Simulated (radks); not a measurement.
Results of a calculation; reference values are marked as such.
Species: Pt-. Configuration: [Xe] 4f14 5d9 6s2.

Level of theory: scalar-relativistic Kohn-Sham, LDA (Slater exchange, VWN5 correlation), spin-unpolarised, spherical densities, finite nucleus; Fermi nuclear charge, rms radius 5.427 fm; hard spherical wall at 20 bohr (a radial shooting solver on a logarithmic mesh with Libxc functionals).

Energy parts (eV):
total: -500677.26
kinetic: 557955.45
electron-nucleus: -1244675.66
Hartree: 195405.91
exchange-correlation: -9362.96

Orbitals (lengths in bohr, moments of r in powers of bohr; r(max) is where P^2 peaks):
| orbital | occ. | eigenvalue (eV) | <1/r> | r(max) |
|---|---|---|---|---|
| 1s | 2 | -78326.42 | 93.83 | 0.01063 |
| 2s | 2 | -13756.85 | 22.00 | 0.06128 |
| 2p | 6 | -11930.58 | 19.66 | 0.05060 |
| 3s | 2 | -3225.947 | 8.153 | 0.1728 |
| 3p | 6 | -2693.841 | 7.461 | 0.1718 |
| 3d | 10 | -2114.558 | 7.030 | 0.1398 |
| 4s | 2 | -687.2214 | 3.492 | 0.3900 |
| 4p | 6 | -512.5707 | 3.157 | 0.4101 |
| 4d | 10 | -300.0735 | 2.826 | 0.4182 |
| 4f | 14 | -63.7895 | 2.390 | 0.3843 |
| 5s | 2 | -95.3683 | 1.422 | 0.8679 |
| 5p | 6 | -49.4788 | 1.204 | 0.9761 |
| 5d | 9 | 0.4305 | 0.7749 | 1.263 |
| 5f | 0 | 3.3847 | 0.07310 | 14.75 |
| 6s | 2 | 0.2212 | 0.3951 | 2.455 |
| 6p | 0 | 2.5017 | 0.09003 | 13.41 |
| 7s | 0 | 2.3905 | 0.08942 | 13.44 |

The highest occupied level is 5d at 0.430 eV. The density falls to 0.001 e/bohr^3 at r = 4.86 bohr. The pressure on the wall is 0.00000965 GPa. Summed over all electrons, <r^2> = 81.58 bohr^2, which gives a Langevin (diamagnetic) susceptibility term of -64.6 x 10^-6 cm^3/mol. The electron density at the nucleus is 2.108e+06 e/bohr^3 (large components only).
